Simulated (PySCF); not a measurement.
CH₁₀Si₃, SMILES [SiH2]([SiH3])C[SiH3] (GFN2-xTB optimised geometry):

```
14

Si     1.837    -0.510     0.000
C     -0.060    -0.510     0.000
Si    -0.883     1.209     0.000
Si    -0.349     2.410    -1.897
H      2.336    -1.890     0.010
H      2.333     0.182     1.192
H      2.325     0.172    -1.202
H     -0.410    -1.069     0.869
H     -0.410    -1.066    -0.872
H     -2.336     0.994     0.138
H     -0.479     1.890     1.241
H     -1.414     3.340    -2.284
H      0.860     3.224    -1.736
H     -0.114     1.558    -3.068
```

Computed with PySCF with B3LYP/def2-TZVP.

Q: What are the frontier orbital energies and the dipole moment?

A: HOMO-2 -8.99 eV, HOMO-1 -8.45 eV, HOMO -8.20 eV, LUMO -0.46 eV, LUMO+1 -0.16 eV; dipole moment 0.78 D.

On the same geometry PBE/def2-TZVP (PySCF) gives HOMO-2 -7.88 eV, HOMO-1 -7.43 eV, HOMO -7.26 eV, LUMO -1.10 eV, LUMO+1 -0.84 eV; dipole moment 0.82 D.

Meta-Löwdin charges at B3LYP/def2-TZVP: Si1 0.52, C2 -0.66, Si3 0.41, Si4 0.23, H5 -0.10, H6 -0.11, H7 -0.11, H8 0.13, H9 0.13, H10 -0.09, H11 -0.10, H12 -0.08, H13 -0.08, H14 -0.08.
